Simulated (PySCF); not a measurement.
A PySCF script (with the pyscf-properties extension) for the NMR shieldings of SMILES B[C@@]12C=C[C@@H]1C=C2SC, C7H9BS, on a GFN2-xTB geometry:

```python
import basis_set_exchange as bse
import numpy as np
from pyscf import gto, dft
from pyscf.prop import nmr

atoms = """
B    -0.041980    0.535090   -1.773342
C     0.406983    0.074929   -0.366448
C     1.063634   -1.255440   -0.071975
C     2.158076   -0.726212    0.462887
C     1.702052    0.703621    0.316432
C     0.787654    1.191135    1.406997
C    -0.299798    0.642286    0.861579
S    -1.984754    0.555729    1.270133
C    -2.540163   -0.577827   -0.035555
H    -0.446967    1.624643   -1.912446
H     0.042015   -0.185835   -2.691452
H     0.714298   -2.256346   -0.242842
H     3.059687   -1.118093    0.895381
H     2.347113    1.417013   -0.185117
H     0.988415    1.750853    2.298439
H    -2.182813   -0.211386   -0.997764
H    -2.157012   -1.575729    0.157503
H    -3.625198   -0.582112   -0.010732
"""
names = dict.fromkeys(["B", "C", "S", "H"], "pcSseg-1")
basis = {el: gto.basis.parse(bse.get_basis(n, elements=[el], fmt="nwchem")) for el, n in names.items()}
mol = gto.M(atom=atoms, basis=basis, charge=0, verbose=0)
mf = dft.RKS(mol, xc="PBE0")
mf.grids.level = 2
mf.grids.alignment = dft.numint.BLKSIZE   # the property module wants whole blocks of grid points
mf.conv_tol = 1e-9
mf.kernel()

calc = nmr.RKS(mf)   # GIAO
C = mf.mo_coeff
Co = C[:, mf.mo_occ > 0]
resp = mf.gen_response(singlet=True, hermi=2)
def vind(x):   # induced exchange potential for any number of trial vectors
    d = np.einsum("pi,xij,qj->xpq", C, 2 * x.reshape(-1, C.shape[1], Co.shape[1]), Co, optimize=True)
    return np.einsum("xpq,pi,qj->xij", resp(d - d.transpose(0, 2, 1)), C, Co, optimize=True).ravel()
mo1, _ = nmr.rhf.solve_mo1(calc, with_cphf=vind)
sigma = calc.kernel(mo1)
for i, s in enumerate(sigma):   # ppm
    print("%2d %-2s %9.2f" % (i, mol.atom_pure_symbol(i), np.trace(s) / 3))
```

Task: Give the expected output.

Result: 
```
 0 B      20.60
 1 C     117.50
 2 C      27.35
 3 C      34.83
 4 C     134.36
 5 C      51.44
 6 C      10.84
 7 S     492.26
 8 C     162.24
 9 H      24.47
10 H      24.01
11 H      24.47
12 H      24.81
13 H      27.52
14 H      25.17
15 H      31.11
16 H      29.21
17 H      29.39
```

These numbers come from an equivalent density-fitted implementation of the same equations, which agrees with the script to about 0.01 ppm for H and up to a few tenths of a ppm for heavy atoms, so last digits may differ.

Size and cost of the density-fitted run: 205 basis functions, 40 s wall time on 1 thread of an Arm Neoverse V2, shared host; peak memory 0.89 GiB.
